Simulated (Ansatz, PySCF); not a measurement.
Process, species as SMILES: CCCC[C@H](C)Cl [(2S)-2-chlorohexane] -> C[CH]CC[C@H](C)Cl + H atom (the C-H bond at the site shown breaks; other sites are not compared here)
Each molecule is optimised on its own at B3LYP-D3(BJ)/def2-TZVP (Ansatz, an electronic-structure program), one conformer each, not searched for the lowest.

Wanted: bond dissociation energy (0 K, with B3LYP-D3(BJ) harmonic zero-point energies from PySCF), in kcal/mol. Cores are frozen in the correlated levels unless marked. UHF or UKS for open shells. Spin-orbit coupling is left out. No relativistic terms. CBS(X,Y): correlation extrapolated as X^-3; Hartree-Fock from the larger set. The bracket is a focal-point correction in the basis named.

```tsv
level	program	bond dissociation energy (kcal/mol)
PBE/def2-TZVPD	Ansatz	91.0
BLYP-D4/def2-TZVPD	Ansatz + dftd4	91.9
```

### Question
Predict the RI-MP2/CBS(cc-pV(T+d)Z,cc-pV(Q+d)Z)+[CCSD(T)-MP2]/cc-pV(T+d)Z result (Ansatz).

### Answer
97.6 kcal/mol
